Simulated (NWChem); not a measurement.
Molecule: CH7GeNO; SMILES [CH3][Ge@@H]([NH2])[OH]

```xyz
11

C     -0.0933     1.8444    -0.2773
Ge     0.0298    -0.0396     0.2568
N     -1.5076    -0.8902    -0.3355
O      1.5795    -0.7763    -0.3368
H     -0.1172     1.9453    -1.3672
H     -1.0103     2.2775     0.1325
H      0.7673     2.3987     0.1067
H      0.1237    -0.2789     1.7784
H     -1.5174    -1.8851    -0.1242
H     -1.6943    -0.7729    -1.3284
H      1.6940    -0.6237    -1.2877
```
Atoms are numbered in this order, from 1.

Computed with NWChem. Pople sets run with spherical d functions. The geometry was optimised at B3LYP/6-31G* (spherical d). Vzz is the largest principal value of the second derivative of the potential at the nucleus (NWChem prints the opposite sign); η is the asymmetry. Non-relativistic.

What does the run give for B3LYP/6-31G*? Quantities: Vzz Ge2 (a.u.); η Ge2; Vzz N3 (a.u.); η N3; Vzz O4 (a.u.); η O4.

The vzz Ge2 (a.u.) is 0.845, the η Ge2 comes out as 0.94 and the vzz N3 (a.u.) is -0.804. The η N3 is 0.26. The vzz O4 (a.u.) is 1.368 and the η O4 is 0.93.
